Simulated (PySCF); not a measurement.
C₂H₈GeO, SMILES [GeH3][CH2]CO, singlet (GFN2-xTB optimised geometry):

```
12

O      2.015     0.160     0.841
C      1.527    -0.862     0.000
C      0.005    -0.862     0.000
Ge    -0.573     1.033     0.000
H      1.785    -0.062     1.751
H      1.941    -1.838     0.289
H      1.897    -0.611    -0.996
H     -0.376    -1.365     0.892
H     -0.377    -1.404    -0.864
H     -2.015     1.130    -0.399
H     -0.464     1.649     1.356
H      0.225     1.838    -0.964
```

Method: PBE/def2-TZVP run with PySCF.

Question: What are the frontier orbital energies and the dipole moment?

Answer: HOMO-2 -7.71 eV, HOMO-1 -7.20 eV, HOMO -6.46 eV, LUMO -0.15 eV, LUMO+1 0.51 eV; dipole moment 1.89 D.

Meta-Löwdin charges at PBE/def2-TZVP: O1 -0.51, C2 0.00, C3 -0.41, Ge4 0.30, H5 0.33, H6 0.10, H7 0.12, H8 0.11, H9 0.13, H10 -0.07, H11 -0.05, H12 -0.05.
